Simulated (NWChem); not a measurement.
# GeCl, doublet; SMILES [Cl][Ge]

```xyz
2

Ge     0.0000     0.0000    -0.7746
Cl     0.0000     0.0000     1.4342
```
Atoms are numbered in this order, from 1.

Program: NWChem. Spin-unrestricted. The state is orbitally degenerate and is run as one real component. The geometry was optimised at B3LYP/6-31G* (spherical d), spin-unrestricted. No stability test was run on the SCF state. B3LYP is NWChem's, with the RPA form of VWN correlation. Vzz is the largest principal value of the second derivative of the potential at the nucleus (NWChem prints the opposite sign); η is the asymmetry. Non-relativistic.

For level UHF/def2-SVP:

| Property | Value |
|---|---|
| Vzz Ge1 (a.u.) | 3.574 |
| Vzz Cl2 (a.u.) | 1.566 |
| η Cl2 | 0.60 |

Task: How do the values read with level B3LYP/def2-TZVP instead?

Result: The vzz Ge1 (a.u.) comes out as 3.819 and the vzz Cl2 (a.u.) is 1.451. The η Cl2 is 0.84.
